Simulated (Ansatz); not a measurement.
Mulliken charges of CH₅BrOSi (`OC([SiH3])Br`) from PBE/def2-TZVPP in Ansatz (PBE0-D4/def2-TZVP geometry).

| atom | x (Å) | y (Å) | z (Å) | charge (e) |
| --- | --- | --- | --- | --- |
| O1 | 0.477 | 1.505 | -0.505 | -0.246 |
| C2 | -0.411 | 0.500 | -0.211 | 0.013 |
| Si3 | 0.481 | -0.963 | 0.605 | 0.204 |
| Br4 | -1.276 | -0.238 | -1.862 | -0.183 |
| H5 | 0.005 | 2.271 | -0.847 | 0.196 |
| H6 | -1.279 | 0.844 | 0.357 | 0.133 |
| H7 | 1.502 | -1.481 | -0.333 | -0.031 |
| H8 | -0.533 | -1.997 | 0.921 | -0.034 |
| H9 | 1.124 | -0.488 | 1.859 | -0.052 |

Q: By hand: the dipole of these point charges (1 e Å = 4.8032 D).

A: Σ q r = (-0.047, 0.180, 0.349) e Å, of length 0.395 e Å = 1.90 D.

Q: How does the dipole of the full density compare? (An estimate is asked.)

A: Computed: (-0.071, 0.293, 0.251) e Å, 1.88 D; the point charges give 1.01 times that, at 22° from its direction.

Point charges leave out the atoms' own dipoles, such as those of lone pairs, and Mulliken's split depends on the basis, so the two needn't agree.
